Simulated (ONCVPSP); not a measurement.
# What one change does to a pseudopotential (indium, ONCV)

| Property | Result |
| --- | --- |
| Element | indium (In) |
| Generator | ONCVPSP 4.0.1 |
| Type | optimised norm-conserving Vanderbilt (ONCV) |
| Functional | PBE |
| Relativity | scalar-relativistic |
| Frozen core | [Kr] 4d10 |
| Valence charge | 3 |
| Reference configuration | 5s1 5p2 |
| Partial waves | 5s: rc 2.15 bohr, ncon 4, nbas 7, qcut 2.6 1/bohr, 2 projectors, debl 1.8 Ha; 5p: rc 2.15 bohr, ncon 4, nbas 8, qcut 3.4 1/bohr, local |
| Local potential | the p channel |
| Core correction | Teter function, fcfact 2, rcfact 1.25 |

Change: s: qcut 1.7.

Cutoffs: the cutoffs (Ha) at which the residual kinetic energy of the hardest occupied pseudo-wave falls to 1 and 0.1 mHa per electron; they do not see the model core or the augmentation charge, which bear on the density cutoff. Errors are all-electron minus pseudo energies relative to the spin-unpolarised reference configuration.

Predict the effect on cutoff, ghosts and configuration errors.

The potential gets harder (18 Ha and 25 Ha → 22 Ha and 26 Ha); of the 4 tests that both files solve, the error grows in 0 and shrinks in 2 by more than 15 % and 0.3 meV (median size 30.6 → 26.9 meV); neither file shows a bound ghost.

| quantity | base | changed |
| --- | --- | --- |
| cutoff, loose | 18 Ha | 22 Ha |
| cutoff, tight | 25 Ha | 26 Ha |
| loose cutoff by channel | s 18 Ha, p 4.3 Ha | s 22 Ha, p 4.3 Ha |
| bound ghosts | none | none |
| GHOST(+) flags under 300 eV | none | none |
| error for 5s2 5p1, meV [ΔE -5.84 eV] | +4.0 | +0.9 |
| error for 5s2 5p0, meV [ΔE -0.48 eV] | +43 | +39 |
| error for 5s1 5p0, meV [ΔE 18.76 eV] | +45 | +45 |
| error for 5s2 5p0.5, meV [ΔE -3.90 eV] | +18 | +15 |
| s: phases at 2.19 bohr within 0.05 rad from the reference energy up to (Ha; the scan ends near 5) | 3.2 | 3.2 |
| p: phases at 2.19 bohr within 0.05 rad from the reference energy up to (Ha; the scan ends near 5) | 1.9 | 1.9 |
| rms error of d²Exc/dni dnj with the model core, mHa | 5.79 | 5.63 |
